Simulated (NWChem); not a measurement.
The numbers come from NWChem runs, not from measurements. System: CH₄F₂OSi₂, charge 0, spin multiplicity 1, at a geometry optimised with PBE0/def2-SVP. The structure started from a generated list of species. Level: RHF/def2-SVP.

Output (cleaned and shortened):

```
             Northwest Computational Chemistry Package (NWChem) 7.3.0
             --------------------------------------------------------

                                NWChem Input Module
                                -------------------

 Scaling coordinates for geometry "geometry" by  1.889725989
 (inverse scale =  0.529177249)

                             Geometry "geometry" -> ""
                             -------------------------

 Output coordinates in angstroms (scale by  1.889725989 to convert to a.u.)

  No.       Tag          Charge          X              Y              Z
 ---- ---------------- ---------- -------------- -------------- --------------
    1 O                    8.0000     2.49312600     0.53504500    -1.34595800
    2 C                    6.0000     2.23010600     0.58135300    -0.17149000
    3 Si                  14.0000     0.94620200    -0.65844700     0.58765600
    4 Si                  14.0000    -1.16094300    -0.06032700    -0.24329000
    5 F                    9.0000    -2.28327400    -1.03507600     0.39701400
    6 F                    9.0000    -1.48927500     1.44027000     0.26979800
    7 H                    1.0000     2.70833300     1.35523100     0.49045200
    8 H                    1.0000     0.93912800    -0.58915100     2.08024100
    9 H                    1.0000     1.29783400    -2.03205500     0.12295400
   10 H                    1.0000    -1.31162100    -0.08642700    -1.71947300

 Effective nuclear repulsion energy (a.u.)     356.6873712717

            Nuclear Dipole moment (a.u.)
            ----------------------------
        X                 Y               Z
 ---------------- ---------------- ----------------
     0.0000056692    -0.0000264562     0.0000037795


 Summary of "ao basis" -> "" (spherical)
 ------------------------------------------------------------------------------
       Tag                 Description            Shells   Functions and Types
 ---------------- ------------------------------  ------  ---------------------
 *                          def2-svp                  on all atoms

 Summary of "ao basis" -> "ao basis" (spherical)
 ------------------------------------------------------------------------------
       Tag                 Description            Shells   Functions and Types
 ---------------- ------------------------------  ------  ---------------------
 O                          def2-svp                 6       14   3s2p1d
[...]
    56      0.156202   4 Si pz               98     -0.156056   8 H  s

 Vector   32  Occ=2.000000D+00  E=-4.057165D-01
              MO Center=  1.8D+00,  3.2D-01, -3.8D-01, r^2= 3.3D+00
   Bfn.  Coefficient  Atom+Function         Bfn.  Coefficient  Atom+Function
  ----- ------------  ---------------      ----- ------------  ---------------
     5      0.348423   1 O  py                8      0.297844   1 O  py
     4      0.254822   1 O  px               93     -0.252400   7 H  s
     7      0.223508   1 O  px               36      0.221154   3 Si px
    17      0.205804   2 C  s                19     -0.192288   2 C  py
    18     -0.181747   2 C  px               39      0.174559   3 Si px

 Vector   33  Occ=0.000000D+00  E= 7.431434D-02
              MO Center=  1.3D+00,  8.0D-02, -1.4D-01, r^2= 4.2D+00
   Bfn.  Coefficient  Atom+Function         Bfn.  Coefficient  Atom+Function
  ----- ------------  ---------------      ----- ------------  ---------------
   104      0.584764   9 H  s                40      0.564697   3 Si py
    58      0.367251   4 Si py               21     -0.282210   2 C  px
     7      0.276940   1 O  px               50     -0.258109   4 Si s
    39     -0.256059   3 Si px               22      0.252919   2 C  py
     8     -0.249629   1 O  py                4      0.207801   1 O  px

 Vector   34  Occ=0.000000D+00  E= 1.060474D-01
              MO Center=  3.1D-01, -4.4D-01,  2.5D-01, r^2= 4.9D+00
   Bfn.  Coefficient  Atom+Function         Bfn.  Coefficient  Atom+Function
  ----- ------------  ---------------      ----- ------------  ---------------
    39      0.927628   3 Si px               17     -0.839827   2 C  s
    41     -0.605215   3 Si pz               57      0.592282   4 Si px
    99      0.559029   8 H  s                50      0.376098   4 Si s
    94      0.362760   7 H  s               109     -0.330474  10 H  s
    21      0.253707   2 C  px               23     -0.247080   2 C  pz

 Vector   35  Occ=0.000000D+00  E= 1.266377D-01
              MO Center=  3.9D-01, -2.4D-01,  2.5D-01, r^2= 4.8D+00
   Bfn.  Coefficient  Atom+Function         Bfn.  Coefficient  Atom+Function
  ----- ------------  ---------------      ----- ------------  ---------------
    99      0.798568   8 H  s                41     -0.720909   3 Si pz
    40     -0.505371   3 Si py               58     -0.442407   4 Si py
    32     -0.424508   3 Si s               104     -0.388745   9 H  s
    59     -0.342729   4 Si pz               17      0.333927   2 C  s
    39     -0.330795   3 Si px               81      0.313043   6 F  s

 center of mass
 --------------
 x =  -0.11069652 y =   0.02640396 z =  -0.00452861

 moments of inertia (a.u.)
 ------------------
         498.512670904112         -93.823673590818         192.609041118675
         -93.823673590818        1524.628056215614          86.482997535382
         192.609041118675          86.482997535382        1647.306241884782

  Mulliken analysis of the total density
  --------------------------------------

    Atom       Charge   Shell Charges
 -----------   ------   -------------------------------------------------------
    1 O    8     8.33   1.99  1.09  0.73  2.78  1.73  0.02
    2 C    6     5.99   1.99  0.92  0.36  1.87  0.76  0.09
    3 Si  14    13.63   2.00  1.99  1.00  0.19  5.94  1.30  1.02  0.20
    4 Si  14    12.84   2.00  1.99  0.91  0.06  5.94  1.07  0.48  0.39
    5 F    9     9.47   1.99  1.11  0.83  3.34  2.19  0.01
    6 F    9     9.47   1.99  1.11  0.83  3.34  2.20  0.01
    7 H    1     0.94   0.76  0.17  0.02
    8 H    1     1.09   0.73  0.35  0.01
    9 H    1     1.08   0.73  0.34  0.01
   10 H    1     1.14   0.75  0.38  0.01

       Multipole analysis of the density wrt the origin
       ------------------------------------------------

     L   x y z        total         open         nuclear
     -   - - -        -----         ----         -------
     0   0 0 0     -0.000000      0.000000     64.000000

     1   1 0 0      0.405395      0.000000      0.000006
     1   0 1 0     -0.260358      0.000000     -0.000026
     1   0 0 1      0.553804      0.000000      0.000004

     2   2 0 0    -41.511562      0.000000    676.617213
     2   1 1 0     -0.234821      0.000000     47.378655
     2   1 0 1      6.419247      0.000000    -83.844428
     2   0 2 0    -38.086033      0.000000    160.951459
     2   0 1 1      1.068839      0.000000    -44.404076
     2   0 0 2    -38.665384      0.000000    106.939240

 Task  times  cpu:        4.4s     wall:        4.4s

 Total times  cpu:        4.4s     wall:        4.4s
```

Problem. Write an NWChem input that would produce this output.

Solution. This is not unique; one that fits is 
```
start mol
memory heap 200 mb stack 800 mb global 1000 mb
geometry units angstroms nocenter noautoz noautosym
  O      2.493126     0.535045    -1.345958
  C      2.230106     0.581353    -0.171490
  Si     0.946202    -0.658447     0.587656
  Si    -1.160943    -0.060327    -0.243290
  F     -2.283274    -1.035076     0.397014
  F     -1.489275     1.440270     0.269798
  H      2.708333     1.355231     0.490452
  H      0.939128    -0.589151     2.080241
  H      1.297834    -2.032055     0.122954
  H     -1.311621    -0.086427    -1.719473
end
basis spherical
  * library def2-svp
end
scf
  rhf
  nopen 0
  maxiter 100
  thresh 1e-7
  semidirect memsize 60000000 filesize 0
end
task scf energy
```
